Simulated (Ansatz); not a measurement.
Geometry optimisation, Ansatz, RKS PBE0-D4/def2-SVP.

Input file:

```yaml
crystal:
  periodic: [false, false, false]
  atoms:
    - { symbol: W, position_ang: [-0.013857, -0.345957, -0.314372] }
    - { symbol: H, position_ang: [0.625367, -0.193101, 2.537446] }
    - { symbol: H, position_ang: [1.19127, 0.624438, 0.307927] }
    - { symbol: H, position_ang: [-0.50368, 0.975853, 0.585137] }
    - { symbol: F, position_ang: [-1.605174, 0.13802, -1.192625] }
    - { symbol: F, position_ang: [-0.99629, -1.445979, 0.78124] }
    - { symbol: F, position_ang: [0.709396, -0.023959, -1.972926] }
    - { symbol: Cl, position_ang: [1.794138, -1.816396, 0.107924] }
    - { symbol: H, position_ang: [1.14163, -0.635421, 2.30435] }
basis:
  gaussian: { orbitals: def2-SVP }
hamiltonian:
  xc: pbe0
  dispersion: d4
relax:
  f_tol: 0.03
  max_steps: 50
```

Command:

```bash
$ ansatz run input.yaml --threads 2 --pin off --max-ram 3072MiB --backend cpu --events-out ev --progress --plain --runs-dir out
```

Problem. Where does it end, and by what steps?

Solution. The run converged. After 8 steps the energy has fallen by 0.196 eV; H2 moved furthest, 0.68 Å.

| step | energy less start (eV) | largest force component (eV/Å) | accepted |
| --- | --- | --- | --- |
| 0 | 0.0000 | 1.217 | yes |
| 1 | -0.1238 | 0.176 | yes |
| 2 | -0.1679 | 0.202 | yes |
| 3 | -0.1875 | 0.090 | yes |
| 4 | -0.1824 | 0.393 | no |
| 5 | -0.1941 | 0.043 | yes |
| 6 | -0.1954 | 0.084 | yes |
| 7 | -0.1959 | 0.051 | yes |
| 8 | -0.1961 | 0.014 | yes |

```xyz
9
Properties=species:S:1:pos:R:3
W -0.045 -0.378 -0.520
H 0.721 -0.171 3.213
H 1.162 0.526 0.197
H -0.519 0.931 0.403
F -1.656 0.083 -1.376
F -1.005 -1.420 0.657
F 0.688 0.118 -2.134
Cl 1.678 -1.885 -0.203
H 1.319 -0.528 2.907
```

The run took 42 s on 2 threads of Arm Neoverse V1 (shared host), peak memory 0.26 GiB.
